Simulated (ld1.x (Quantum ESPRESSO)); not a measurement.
# Nb: TM pseudisation with PBE, scalar-relativistic reference atom.

The input file (ld1.x (Quantum ESPRESSO) 7.5):

```
&input
   title='Nb', zed=41., rel=1, dft='PBE', iswitch=3,
   config='[Kr] 4d4 5s1 5p0',
   nld=3, rlderiv=3.75, eminld=-2.0, emaxld=5.0, deld=0.02
 /
 &inputp
   pseudotype=2, tm=.true., lloc=2,
   nlcc=.false.,
   file_pseudopw='Nb.UPF', file_wfcaegen='ae.wfc', file_wfcncgen='nc.wfc', file_beta='beta', file_chi='chi'
 /
3
5S  1  0   1.00   0.00  2.95  2.95  0.0
5P  2  1   0.00   0.00  3.45  3.45  0.0
4D  3  2   4.00   0.00  1.70  1.70  0.0
 &test
   configts(1)='4d4 5s1 5p0'
 /
```

Command:

```bash
ld1.x < Nb.in > Nb.out
```

Output (shortened: banner, matrices, multipoles, cross overlaps and the repeated all-electron block are left out):

```
Program LD1 v.7.5
     --------------------------- All-electron run ----------------------------

     Nb
     scalar relativistic calculation

     atomic number is 41.00
     dft =PBE   lsd =0 sic =0 latt =0  beta=0.20 tr2=1.0E-14
     Exchange-correlation= PBE
                           (   1   4   3   4   0   0   0)
     mesh =1227 r(mesh) = 100.62774 a.u. xmin = -7.00 dx = 0.01250
     1 Ry =  13.60569312 eV, c = 137.03599908

     n l     nl                  e(Ry)          e(Ha)          e(eV)
     1 0     1S 1( 2.00)     -1382.4059      -691.2029    -18808.5898
     2 0     2S 1( 2.00)      -193.3636       -96.6818     -2630.8458
     2 1     2P 1( 6.00)      -172.6539       -86.3269     -2349.0758
     3 0     3S 1( 2.00)       -32.2625       -16.1312      -438.9531
     3 1     3P 1( 6.00)       -25.4924       -12.7462      -346.8419
     4 0     4S 1( 2.00)        -4.2918        -2.1459       -58.3934
     4 1     4P 1( 6.00)        -2.5372        -1.2686       -34.5207
     3 2     3D 1(10.00)       -14.4271        -7.2136      -196.2913
     4 2     4D 1( 4.00)        -0.2234        -0.1117        -3.0401
     5 0     5S 1( 1.00)        -0.2927        -0.1463        -3.9817
     5 1     5P 1( 0.00)        -0.0816        -0.0408        -1.1108

     final scf error:  2.6E-15 reached in  33 iterations

     Etot =   -7639.229153 Ry,   -3819.614576 Ha, -103937.007546 eV

     Ekin =    7865.606760 Ry,    3932.803380 Ha,  107017.031802 eV
     Encl =  -18404.451792 Ry,   -9202.225896 Ha, -250405.323176 eV
     Eh   =    3136.952470 Ry,    1568.476235 Ha,   42680.412646 eV
     Exc  =    -237.336591 Ry,    -118.668295 Ha,   -3229.128818 eV

     normalization and overlap integrals

     s(1S/1S) =  1.000000  <r> =   0.0361  <r2> =    0.0018  r(max) =   0.0235
     s(2S/2S) =  1.000000  <r> =   0.1580  <r2> =    0.0294  r(max) =   0.1335
     s(2P/2P) =  1.000000  <r> =   0.1377  <r2> =    0.0232  r(max) =   0.1066
     s(3S/3S) =  1.000000  <r> =   0.4432  <r2> =    0.2251  r(max) =   0.3961
     s(3P/3P) =  1.000000  <r> =   0.4458  <r2> =    0.2314  r(max) =   0.3912
     s(4S/4S) =  1.000000  <r> =   1.1592  <r2> =    1.5246  r(max) =   1.0371
     s(4P/4P) =  1.000000  <r> =   1.3033  <r2> =    1.9519  r(max) =   1.1179
     s(3D/3D) =  1.000000  <r> =   0.4330  <r2> =    0.2261  r(max) =   0.3325
     s(4D/4D) =  1.000000  <r> =   2.2153  <r2> =    6.2771  r(max) =   1.4902
     s(5S/5S) =  1.000000  <r> =   3.7295  <r2> =   16.0135  r(max) =   3.0769
     s(5P/5P) =  1.000000  <r> =   5.4740  <r2> =   35.3447  r(max) =   4.2585

     ------------------------ End of All-electron run ------------------------

     --------------------- Generating NC pseudopotential ---------------------

      Generating local pot.: lloc=2, matching radius rcloc =   1.7000

      Wfc   5S  rcut= 2.964  Using Troullier-Martins method

      Wfc   5P  rcut= 3.443  Using Troullier-Martins method

     ------------------- End of pseudopotential generation -------------------

     Computing logarithmic derivative in   3.73481
     Computing logarithmic derivative in   3.73481
     Computing the partial wave expansion
     R is outside the sphere for l=    0 j= 0.00
     R is outside the sphere for l=    1 j= 0.00
       no projector for channel:   2

     ---------------------- Testing the pseudopotential ----------------------

     Nb
     scalar relativistic calculation

     atomic number is 41.00   valence charge is  5.00
     dft =PBE   lsd =0 sic =0 latt =0  beta=0.20 tr2=1.0E-14
     mesh =1227 r(mesh) = 100.62774 xmin = -7.00 dx = 0.01250

     n l     nl             e AE (Ry)        e PS (Ry)    De AE-PS (Ry)
     3 2     4D   1( 4.00)       -0.22345       -0.22344       -0.00000
     1 0     5S   1( 1.00)       -0.29265       -0.29265        0.00000
     2 1     5P   1( 0.00)       -0.08164       -0.08164       -0.00000

     eps = 7.7E-15  iter = 18

     Etot =   -7639.229153 Ry,   -3819.614576 Ha, -103937.007546 eV
     Etotps =    -9.611055 Ry,      -4.805527 Ha,    -130.765059 eV

     Ekin =      12.154622 Ry,       6.077311 Ha,     165.372058 eV
     Encl =     -28.636866 Ry,     -14.318433 Ha,    -389.624411 eV
     Ehrt =       9.191768 Ry,       4.595884 Ha,     125.060379 eV
     Ecxc =      -2.621038 Ry,      -1.310519 Ha,     -35.661032 eV
     Epseu=       0.300459 Ry,       0.150229 Ha,       4.087947 eV

     ---------------------- End of pseudopotential test ----------------------
```

Note: ghost states, extra bound levels that the all-electron valence spectrum of the same l lacks: s at -72.0 eV, p at -19.2 eV. A true bound ghost makes a file unfit for plane-wave use.

Generation and configuration tests took about 2.3 s on one core of a shared server CPU.

Transferability test of the new file with ld1.x, input:

```
&input
   title='Nb', zed=41., rel=1, dft='PBE', iswitch=2,
   config='[Kr] 4d4 5s1 5p0'
 /
 &test
   file_pseudo='Nb.UPF', nconf=8,
   configts(1)='4d4 5s1 5p0',
   configts(2)='4d4 5s0 5p0',
   configts(3)='4d3 5s0 5p0',
   configts(4)='4d2 5s0 5p0',
   configts(5)='4d4 5s0 5p1',
   configts(6)='4d1 5s0 5p0',
   configts(7)='4d3 5s2 5p0',
   configts(8)='4d5 5s0 5p0'
 /
```

```bash
ld1.x < Nb.test.in > Nb.test.out
```

Pseudopotential blocks of its output, shortened (energy terms left out; the distinct warnings before each block abridged to one line each):

```
     ---------------------- Testing the pseudopotential ----------------------

     n l     nl             e AE (Ry)        e PS (Ry)    De AE-PS (Ry)
     3 2     4D   1( 4.00)       -0.22345       -0.22344       -0.00000
     1 0     5S   1( 1.00)       -0.29265       -0.29265        0.00000
     2 1     5P   1( 0.00)       -0.08164       -0.08164       -0.00000

     eps = 7.9E-15  iter = 18

     Etot =   -7639.229153 Ry,   -3819.614576 Ha, -103937.007546 eV
     Etotps =    -9.611055 Ry,      -4.805527 Ha,    -130.765059 eV

     ---------------------- End of pseudopotential test ----------------------

          Warning: n=2, l=1 expected 0 nodes, found 1
     ---------------------- Testing the pseudopotential ----------------------

     n l     nl             e AE (Ry)        e PS (Ry)    De AE-PS (Ry)
     3 2     4D   1( 4.00)       -0.68415       -0.67912       -0.00503  !
     1 0     5S   1( 0.00)       -0.69244       -0.68695       -0.00549  !
     2 1     5P   1( 0.00)       -0.42277       -0.42277        0.00000

     eps = 1.2E-16  iter = 10

     Etot =   -7638.741336 Ry,   -3819.370668 Ha, -103930.370459 eV
     Etotps =    -9.124889 Ry,      -4.562444 Ha,    -124.150436 eV
     dEtot_ae =       0.487817 Ry
     dEtot_ps =       0.486166 Ry,   Delta E=       0.001651 Ry

     ---------------------- End of pseudopotential test ----------------------

          ---------------------- Testing the pseudopotential ----------------------

     n l     nl             e AE (Ry)        e PS (Ry)    De AE-PS (Ry)
     3 2     4D   1( 3.00)       -1.40379       -1.39896       -0.00484
     1 0     5S   1( 0.00)       -1.24362       -1.22653       -0.01709  !
     2 1     5P   1( 0.00)       -0.89815       -0.89815        0.00000

     eps = 8.0E-15  iter =  9

     Etot =   -7637.709395 Ry,   -3818.854697 Ha, -103916.330190 eV
     Etotps =    -8.098380 Ry,      -4.049190 Ha,    -110.184072 eV
     dEtot_ae =       1.519758 Ry
     dEtot_ps =       1.512675 Ry,   Delta E=       0.007083 Ry

     ---------------------- End of pseudopotential test ----------------------

          Warning: n=1, l=0 expected 0 nodes, found 1
     ---------------------- Testing the pseudopotential ----------------------

     n l     nl             e AE (Ry)        e PS (Ry)    De AE-PS (Ry)
     3 2     4D   1( 2.00)       -2.24874       -2.24489       -0.00385
     1 0     5S   1( 0.00)       -1.87832       -1.87832        0.00000
     2 1     5P   1( 0.00)       -1.46106       -1.46106        0.00000

     eps = 1.6E-15  iter =  9

     Etot =   -7635.892190 Ry,   -3817.946095 Ha, -103891.605858 eV
     Etotps =    -6.284939 Ry,      -3.142470 Ha,     -85.510955 eV
     dEtot_ae =       3.336963 Ry
     dEtot_ps =       3.326115 Ry,   Delta E=       0.010847 Ry

     ---------------------- End of pseudopotential test ----------------------

          ---------------------- Testing the pseudopotential ----------------------

     n l     nl             e AE (Ry)        e PS (Ry)    De AE-PS (Ry)
     3 2     4D   1( 4.00)       -0.30687       -0.30641       -0.00045
     1 0     5S   1( 0.00)       -0.35182       -0.35054       -0.00128
     2 1     5P   1( 1.00)       -0.12887       -0.12866       -0.00021

     eps = 9.9E-15  iter = 16

     Etot =   -7639.012213 Ry,   -3819.506106 Ha, -103934.055931 eV
     Etotps =    -9.394554 Ry,      -4.697277 Ha,    -127.819413 eV
     dEtot_ae =       0.216940 Ry
     dEtot_ps =       0.216501 Ry,   Delta E=       0.000439 Ry

     ---------------------- End of pseudopotential test ----------------------

          ---------------------- Testing the pseudopotential ----------------------

     n l     nl             e AE (Ry)        e PS (Ry)    De AE-PS (Ry)
     3 2     4D   1( 1.00)       -3.19116       -3.16173       -0.02942  !
     1 0     5S   1( 0.00)       -2.57904       -3.12991        0.55087  !
     2 1     5P   1( 0.00)       -2.09353       -2.09353        0.00000

     eps = 9.2E-15  iter = 12

     Etot =   -7633.179652 Ry,   -3816.589826 Ha, -103854.699896 eV
     Etotps =    -3.584330 Ry,      -1.792165 Ha,     -48.767299 eV
     dEtot_ae =       6.049501 Ry
     dEtot_ps =       6.026724 Ry,   Delta E=       0.022776 Ry

     ---------------------- End of pseudopotential test ----------------------

          ---------------------- Testing the pseudopotential ----------------------

     n l     nl             e AE (Ry)        e PS (Ry)    De AE-PS (Ry)
     3 2     4D   1( 3.00)       -0.34067       -0.34443        0.00376
     1 0     5S   1( 2.00)       -0.34423       -0.34359       -0.00063
     2 1     5P   1( 0.00)       -0.10730       -0.10571       -0.00159

     eps = 4.9E-15  iter = 22

     Etot =   -7639.267089 Ry,   -3819.633544 Ha, -103937.523696 eV
     Etotps =    -9.647079 Ry,      -4.823539 Ha,    -131.255195 eV
     dEtot_ae =      -0.037936 Ry
     dEtot_ps =      -0.036024 Ry,   Delta E=      -0.001912 Ry

     ---------------------- End of pseudopotential test ----------------------

          ---------------------- Testing the pseudopotential ----------------------

     n l     nl             e AE (Ry)        e PS (Ry)    De AE-PS (Ry)
     3 2     4D   1( 5.00)       -0.14045       -0.13948       -0.00097
     1 0     5S   1( 0.00)       -0.25480       -0.25617        0.00137
     2 1     5P   1( 0.00)       -0.06511       -0.06646        0.00135

     eps = 2.7E-15  iter =  9

     Etot =   -7639.135845 Ry,   -3819.567922 Ha, -103935.738028 eV
     Etotps =    -9.516265 Ry,      -4.758132 Ha,    -129.475379 eV
     dEtot_ae =       0.093308 Ry
     dEtot_ps =       0.094790 Ry,   Delta E=      -0.001482 Ry

     ---------------------- End of pseudopotential test ----------------------
```
